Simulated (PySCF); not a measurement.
Frontier orbitals and the lowest excitations

Species: C3H5N3Si.
Geometry (GFN2-xTB, Å), atoms numbered from 1 in this order:
```xyz
12
C3H5N3Si angstrom
Si     2.119    0.085    0.015
C      0.227    0.237   -0.005
C     -0.670   -0.829   -0.049
C     -2.014   -0.490   -0.030
N     -2.398    0.780    0.021
N     -1.515    1.720    0.053
N     -0.248    1.484    0.044
H      2.549    0.218    1.406
H      2.659    1.130   -0.843
H      2.433   -1.257   -0.486
H     -0.332   -1.853   -0.098
H     -2.808   -1.225   -0.055
```

Computed, not measured: PySCF, TDDFT CAM-B3LYP/def2-SVPD, vertical, gas phase, core orbitals frozen in the response. GFN2-xTB frequencies show an imaginary mode (21i cm⁻¹), so this geometry is no minimum at that level.

Frontier orbitals with the atoms that hold most of them (Löwdin shares over 4%, at most four atoms; ? is withheld):

```csv
orbital,ε (eV),atoms
HOMO-3,-10.95,"N7 26%, C4 22%, N5 17%, N6 10%"
HOMO-2,-10.57,"C3 25%, C2 20%, N6 14%, N5 11%"
HOMO-1,-9.15,"N7 35%, N5 30%, C2 9%, C4 6%"
HOMO,-8.51,?
LUMO,?,?
LUMO+1,-0.77,"N7 22%, C4 20%, N6 18%, C3 17%"
LUMO+2,0.86,"Si1 36%, C3 14%, H11 10%, H10 8%"
```

Q: Give the leading atoms of the LUMO.

A: C2 (bonded to C, N and Si) 23%; N5 (bonded to C and N) 22%; C3 (bonded to 2 C and H) 15%; N6 (bonded to 2 N) 12%. By element: carbon 38% or more, nitrogen 34% or more.

Q: Which atoms hold the HOMO, and with what shares?

A: N6 (bonded to 2 N) 46%; N7 (bonded to C and N) 20%; N5 (bonded to C and N) 20%; C2 (bonded to C, N and Si) 5%. By element: nitrogen 86%, carbon 5% or more.

Q: What is the LUMO energy, and the HOMO–LUMO gap?

A: ε(LUMO) = -0.89 eV; the gap is 7.62 eV (0.2801 hartree).

Q: How does S1 compare with the orbital gap of 7.62 eV?

A: S1 is at 3.54 eV (f = 0.0048), 4.08 eV below the gap, made of HOMO→LUMO (52%), HOMO→LUMO+1 (46%). Without the coupling terms of the response equations the lowest excitation would equal the gap.

Next come S2 at 3.73 eV (f 0.0001), HOMO→LUMO+1 (52%), HOMO→LUMO (46%); S3 at 4.16 eV (f 0.0008), HOMO-1→LUMO (66%), HOMO-1→LUMO+1 (32%); S4 at 4.26 eV (f 0.0051), HOMO-1→LUMO+1 (66%), HOMO-1→LUMO (32%); S5 at 5.98 eV (f 0.010), HOMO-2→LUMO+1 (40%), HOMO-3→LUMO (34%), HOMO-2→LUMO (14%).
